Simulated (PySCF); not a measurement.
## H (hydrogen, neutral) across methods

1s1, 2S determinant. Calculation: PySCF 2.14, in x2c-TZVPPall; scalar relativity by spin-free X2C-1e.

```csv
method,E (hartree),mean ε 1s α (eV),Σ⟨r²⟩ (bohr²),⟨S²⟩
CAM-B3LYP,-0.4988,-10.490,3.141,0.750
r2SCANh,-0.4999,-8.563,3.047,0.750
r2SCAN,-0.4999,-8.007,3.053,0.750
BLYP,-0.4976,-7.368,3.129,0.750
PBE,-0.4996,-7.554,3.128,0.750
LDA,-0.4783,-7.282,3.284,0.750
PBE0,-0.5010,-9.108,3.084,0.750
revPBE,-0.5041,-7.586,3.092,0.750
```

Estimate the same row for UHF.

E (hartree) = -0.49982; mean ε 1s α (eV) = -13.601; Σ⟨r²⟩ (bohr²) = 2.990; ⟨S²⟩ = 0.750.

For one electron the Hartree and exchange-correlation energies should cancel; what remains is the self-interaction error.
